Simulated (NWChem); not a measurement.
System: LiOH; SMILES [Li][OH]

The following NWChem deck was run.

```
start job
memory heap 200 mb stack 900 mb global 1100 mb
geometry units angstroms noautosym nocenter noautoz
  Li    -0.768097    -0.718737    -0.660743
  O      0.191656     0.179366     0.164872
  H      0.780758     0.730534     0.671627
end
basis spherical
  Li library def2-svpd
  O library def2-svpd
  H library def2-svpd
end
dft
  xc xpbe96 cpbe96
  iterations 150
end
property
  response 1 0.0
end
task dft property
```

Structure relaxed at the PBE0/def2-SVP level.

Static field.

**Question.** Predict the main results of this run. (PBE/def2-SVPD.) Quantities: basis functions; isotropic polarisability (bohr³); anisotropy (bohr³).

**Answer.** 
- number of basis functions = 43
- isotropic polarisability (bohr³) = 19.2
- anisotropy (bohr³) = 2.5
